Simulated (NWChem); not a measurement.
System: 1,1-difluoroethane (C₂H₄F₂); SMILES CC(F)F

All runs: NWChem. Medium grid unless said otherwise, to which SCAN and Minnesota functionals are sensitive. All runs use the structure optimised with PBE0/def2-SVP. Hybrids' shares of exact exchange are those that their runs print; pure functionals count as 0. The functionals differ in more than this share.

```
row                                     share of exact exchange  highest occupied level (eV)
--------------------------------------  -----------------------  ---------------------------
LDA (Slater exchange, VWN5)/def2-TZVPD                     0.00                        -8.03
PBE/def2-TZVPD                                             0.00                        -7.91
B3LYP/def2-TZVPD                                           0.20                        -9.44
PBE0/def2-TZVPD                                            0.25                        -9.65
M06-2X/def2-TZVPD                                          0.54                     withheld
Hartree-Fock/def2-TZVPD                                    1.00                       -13.93
```

Q: Fit a straight line of the last column on the one before it, predict the withheld value, and compare with the run.

A: 
1. Means of the 5 shown rows: x = 0.290, y = -9.792. Slope Σ(x − x̄)(y − ȳ)/Σ(x − x̄)² = -4.032/0.6820 = -5.912; intercept -8.078.
2. The shown rows scatter about the line by 0.123 (root mean square); the largest residual is -0.18, at B3LYP/def2-TZVPD.
3. At x = 0.54 (M06-2X/def2-TZVPD; inside the shown range) the line gives -11.27.
4. The run gives -11.31, -0.04 from the line, 0.3 times the scatter.
